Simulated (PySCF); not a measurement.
A structure optimised at B3LYP-D3(BJ)/def2-SVP, used in a PySCF frequency run:

```
C
C 1 1.3461
H 2 1.0909 1 119.91
H 2 1.0909 3 120.18 1 180.00
N 1 1.4127 2 123.62 3 0.00
C 5 1.2959 1 103.91 2 180.00
H 6 1.0937 5 123.04 1 180.00
N 1 1.4127 2 123.62 3 180.00
C 8 1.2959 1 103.91 2 180.00
H 9 1.0937 8 123.04 1 180.00
```
Charge 0, spin multiplicity 1.

Question: Write its SMILES, formula and point group.

Answer: C=C1N=CC=N1, C₄H₄N₂, C2v

Question: What are its rotational constants (standard atomic weights)?

Answer: 8.7639, 4.2070, 2.8425 GHz
